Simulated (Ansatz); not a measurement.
(HMg-mu-OH)2 (Mg2O2H4): single points at one geometry.

```yaml
crystal:
  periodic: [false, false, false]
  atoms:
    - {symbol: Mg, position_ang: [-1.073300, -0.963105, 0.353777]}
    - {symbol: H, position_ang: [-2.310884, -2.073852, 0.761589]}
    - {symbol: O, position_ang: [-0.806321, 0.599955, -0.812908]}
    - {symbol: Mg, position_ang: [1.073331, 0.963019, -0.353900]}
    - {symbol: H, position_ang: [2.311148, 2.073358, -0.762112]}
    - {symbol: O, position_ang: [0.806591, -0.600545, 0.812162]}
    - {symbol: H, position_ang: [-1.411100, 1.050667, -1.420774]}
    - {symbol: H, position_ang: [1.410544, -1.049487, 1.422156]}
basis:
  gaussian: {orbitals: def2-SVP, initial_orbitals: start.molden}
hamiltonian: {xc: pbe, dispersion: d4}
scf: {omitted_lower_state_checks: [starts]}
output: {orbitals: {seedname: orbitals}}
```

The file start.molden holds the orbitals of an earlier run on this structure, at another level or in another basis.

```sh
$ ansatz run in.yaml --threads 4 --pin off --events-out ev --progress --plain --max-ram 3916MiB
```

Shortened log:

```
Functional definition: PBE
876 factors; their error is unknown
mean field evaluation 1: about -15033.6729 eV, gradient 8.0e0 eV
mean field evaluation 2: about -15033.8515 eV, gradient 1.5e-1 eV
mean field evaluation 4: about -15033.8040 eV, gradient 1.9e-4 eV
mean field -15033.80404461 eV, -552.4821083610 hartree, gradient 2.2e-5 eV, S^2 0.000000; 0 other end points of the search recorded, 0 dependent functions left out
reference -15033.80410738 eV, -552.4821106677 hartree; 22, 22 occupied and 62, 62 virtual orbitals, 876 factors
Total energy: -15033.93882492 eV, -552.4870614462 hartree
Checks for a lower state left out: starts
```

Run time 1 s (4 threads of Intel Xeon Platinum 8375C on a shared host).

The first input with `gaussian: {orbitals: 6-31G}`, `hamiltonian: {xc: hf}` (abridged; 0.45 s):

```
Functional definition: HF
mean field -15003.21170150 eV, -551.3578604880 hartree, gradient 1.6e-5 eV, S^2 0.000000
Total energy: -15003.21170150 eV, -551.3578604880 hartree
Checks for a lower state left out: starts
```

The first input with `gaussian: {orbitals: def2-TZVP, initial_orbitals: start.molden}`, `hamiltonian: {xc: {name: B97M-V}}` (abridged; 3.9 s):

```
Functional definition: B97M-V
mean field -15050.65991486 eV, -553.1015501675 hartree, gradient 1.0e-5 eV, S^2 0.000000
Total energy: -15050.66000594 eV, -553.1015535145 hartree
Checks for a lower state left out: starts
```

The first input with `gaussian: {orbitals: def2-TZVP, initial_orbitals: start.molden}`, `hamiltonian: {xc: pbe0, dispersion: d4}`, `output: {forces: true, orbitals: {seedname: orbitals}}` (abridged; 2.6 s):

```
Functional definition: PBE0
mean field -15043.64534324 eV, -552.8437694151 hartree, gradient 8.8e-6 eV, S^2 0.000000
Total energy: -15043.75978014 eV, -552.8479748937 hartree
Atom 0 force     0.244373     0.218291    -0.081309 eV/Å
Atom 1 force     0.043089     0.039019    -0.013963 eV/Å
Atom 2 force    -0.297752     0.222746    -0.297276 eV/Å
Atom 3 force    -0.243734    -0.219708     0.079637 eV/Å
Atom 4 force    -0.043344    -0.038520     0.014516 eV/Å
Atom 5 force     0.296299    -0.219402     0.301285 eV/Å
Atom 6 force     0.493877    -0.368406     0.495629 eV/Å
Atom 7 force    -0.492807     0.365981    -0.498518 eV/Å
Dipole moment:    -0.000460     0.000944     0.001096 e Å
Checks for a lower state left out: starts
```

Geometry: PBE-D4/def2-SVP.
